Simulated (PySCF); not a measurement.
Computed shifts of a molecule C3H6O2Si, PySCF with PBE0/pcSseg-1, GIAO, gas phase, atoms alike by connectivity averaged where their shifts nearly agree, in ppm (number of nuclei): ²⁹Si: -8.4 (1). ¹³C: 165.1 (1), 113.9 (1), 93.1 (1). ¹H: 7.05 (1), 6.01 (1), 5.79 (1), 5.11 (1), 4.76 (1), 1.68 (1). References: ¹⁷O against H2O (σ = 334.2 ppm); ²⁹Si against TMS (σ = 352.7 ppm); ¹³C against TMS (σ = 186.3 ppm); ¹H against TMS (σ = 31.56 ppm), references at their B3LYP-D3(BJ)/def2-TZVP geometries, non-relativistic. Geometry: B3LYP-D3(BJ)/def2-SVP. One conformer was computed; it need not be the lowest.

Q: Identify the compound among the candidates.
A. C=C1CO[Si@H]1O
B. C=C1CO[SiH2]O1
C. O[SiH2][C@@H]1C=CO1
D. O=C1C[SiH2]CO1

A: C, O[SiH2][C@@H]1C=CO1
